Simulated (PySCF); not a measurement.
Si(F)(Cl)(OH)2 (ClFH₂O₂Si), SMILES O[Si](O)(F)Cl.

Geometry optimised at r2SCAN-D4/def2-SVP. The values are those of a single conformer.

Method: PySCF with PBE0/def2-TZVP.

Isolated molecule, no solvent.

```
Property                                                                                                        Value
---------------------------------------------------------------------------------------------  ----------------------
total energy                                                                                      -1001.03351 hartree
highest occupied level                                                                                       -9.50 eV
lowest empty level                                                                                            0.14 eV
orbital gap                                                                                                   9.65 eV
dipole moment                                                                                                  2.19 D
quadrupole, principal values (traceless, Buckingham form, about the centre of nuclear charge)   -7.45, 1.06, 6.40 D·Å
mean static polarisability                                                                       39.2 bohr³ (5.81 Å³)
polarisability, principal values                                                               34.1, 37.7, 45.8 bohr³
```
